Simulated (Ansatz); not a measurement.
Consider the ligand exchange at the In–C bond: `N#[C][In]([F])[F]` + HI → `[F][In]([F])[I]` + `C#N`.

Isolated molecules relaxed with PBE0-D4/def2-TZVP in Ansatz; ΔE leaves out vibrations. CCSD(T)/CBS adds triple-zeta CCSD(T) − MP2 to the extrapolated MP2 energy (def2 sets, frozen cores). This one scheme is used for every species. DFT in def2-TZVPP. B3LYP here is the variant with VWN-RPA as its local correlation; programs differ in this. def2 core potentials past Kr. For I, In outer-core shells are correlated without core-valence functions, which leaves a few kJ/mol of doubt a bond.

```tsv
level	ΔE (kcal/mol)	difference from CCSD(T)/CBS
LDA (SPW92)	-28.3	0.9
BLYP-D4	-28.4	0.8
B97M-V	-27.6	1.6
PBE0-D4	-29.1	0.1
B3LYP-D4	-29.1	0.1
r2SCANh-D4	-29.4	-0.2
B2PLYP	-28.3	0.9
revPBE	-28.0	1.2
r2SCAN	-29.2	0.0
r2SCANh	-29.4	-0.2
CAM-B3LYP	-27.5	1.7
RPA@PBE/def2-TZVPP	-23.7	5.5
HF/def2-SVP	-30.4	-1.2
SCS-MP2/def2-TZVPP	-26.5	2.7
HF/def2-QZVPP	-29.6	-0.4
HF/CBS(def2)	-29.6	-0.4
CCSD(T)/CBS	-29.2	0
```

Largest T1 diagnostic among the species: 0.017.

From BLYP to BHLYP (50 % exact exchange), in def2-TZVPP and without D4, ΔE moves by −1.1 kcal/mol. In def2-TZVPP, CCSD(T) changes the Hartree–Fock value by +4.0 kcal/mol (the triples alone add +0.3 kcal/mol) and MP2 by +2.0 kcal/mol. At CCSD(T), def2-SVP lies +1.7 kcal/mol from the extrapolated value and def2-TZVPP +3.7 kcal/mol.
